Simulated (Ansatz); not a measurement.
The cluster Si₂Sn₅, relaxed as a singlet with RKS PBE-D4/def2-SVP in Ansatz, starting from the GFN1-xTB geometry. Force threshold 0.02 eV/Å.

In the def2 sets Sn takes a core potential; there is no spin–orbit coupling. The structure comes from a short search, and lower isomers may exist.

Start:

Cartesian coordinates in Å:
```
Si -0.572 -0.170 -0.915
Si 0.541 1.942 -0.901
Sn -1.661 1.724 0.580
Sn -1.804 -1.172 1.188
Sn 0.926 0.287 1.470
Sn 0.535 -2.399 -0.048
Sn 2.035 -0.212 -1.374
```

| step | energy (eV) | largest force component (eV/Å) | SCF passes |
| --- | --- | --- | --- |
| 1 | -44905.8211 | 1.102 | 20 |
| 2 | -44905.9001 | 0.848 | 30 |
| 3 | -44905.9103 | 0.750 | 28 |
| 4 | -44906.0922 | 0.199 | 29 |
| 5 | -44906.1000 | 0.038 | 23 |
| 6 | -44906.1007 | 0.035 | 24 |
| 7 (rejected) | -44906.1004 | 0.066 | 23 |
| 8 | -44906.1009 | 0.004 | 24 |

Force components are those of the run's own axes.

End:

```xyz
7

Si   -0.6009   -0.1631   -0.9753
Si    0.5667    2.0108   -0.9219
Sn   -1.7197    1.7856    0.6339
Sn   -1.8641   -1.2203    1.2450
Sn    0.9303    0.3087    1.4540
Sn    0.5587   -2.4901   -0.0355
Sn    2.1291   -0.2316   -1.4002
```

By distances, no bond broke or formed. The bond that changes most is Si1–Sn6, from 2.63 to 2.76 Å (atoms count from 1).

No frequencies were taken in this run, so the end may be a saddle point.

Run time 21 s (4 threads of Arm Neoverse V2 on a shared host).
